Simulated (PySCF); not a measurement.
C₃H₈BNO, SMILES NB1O[C@H](C)C1.

The structure is a stationary point at B3LYP-D3(BJ)/def2-SVP. The structure was generated by enumeration; whether it is a known compound was not checked. The values are those of a single conformer.

Two levels are set side by side: PBE/def2-TZVP (PySCF) and CAM-B3LYP/def2-TZVP (PySCF). Same geometry, gas phase. Differences are taken from unrounded values.

```csv
quantity,CAM-B3LYP
orbital gap (eV),10.61
highest occupied level (eV),-8.91
lowest empty level (eV),1.69
dipole moment (D),1.54
mean polarisability (bohr³),58.7
```

Question: What does PBE give, and how far is it from CAM-B3LYP? (The exact figures need the calculation; the answer reports its results.)

Answer: 
| quantity | PBE | PBE minus CAM-B3LYP |
|---|---|---|
| orbital gap (eV) | 6.27 | -4.34 |
| highest occupied level (eV) | -6.03 | 2.88 |
| lowest empty level (eV) | 0.23 | -1.46 |
| dipole moment (D) | 1.44 | -0.10 |
| mean polarisability (bohr³) | 61.8 | 3.1 |

Without exact exchange PBE keeps part of each electron's self-repulsion, which lifts occupied levels and narrows the gap. PBE's more diffuse valence density responds more strongly to a field. Differences between two approximate levels are no errors against the true value.

Rough cost on one machine, each run with all the roots and properties that it gave: CAM-B3LYP against PBE within a factor of 2.
